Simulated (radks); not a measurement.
The numbers below are computed, except where a source is named.
Question: These are the eigenvalues of the occupied orbitals of an atom or ion with whole-number occupations (eV). Code: a radial shooting solver on a logarithmic mesh with Libxc functionals. Model: scalar-relativistic Kohn-Sham, BLYP, spin-unpolarised, spherical densities, finite nucleus; Fermi nuclear charge, rms radius of each element as measured or else 0.836 A^(1/3) + 0.57 fm.

| orbital | eigenvalue |
|---|---|
| 1s | -46690.50 |
| 2s | -7640.699 |
| 2p | -6818.022 |
| 3s | -1684.570 |
| 3p | -1427.364 |
| 3d | -1078.823 |
| 4s | -344.9623 |
| 4p | -260.2773 |
| 4d | -141.3989 |
| 5s | -52.7301 |
| 5p | -31.9823 |
| 4f | -13.9726 |
| 6s | -9.0236 |
| 5d | -8.4070 |

Which element is it, and in what charge state? The configuration may be excited.

Answer: Z = 62, samarium, charge +1: Sm+ in [Xe] 4f5 5d1 6s1. The list shows which subshells hold electrons but not how many an open one holds; the 1s level, -1715.8 hartree, gives Z - s = 58.6 by -(Z - s)^2/2, which with screening and relativity narrows Z to a few neighbours, and the depths of the outer levels then fix element, charge and occupations together.
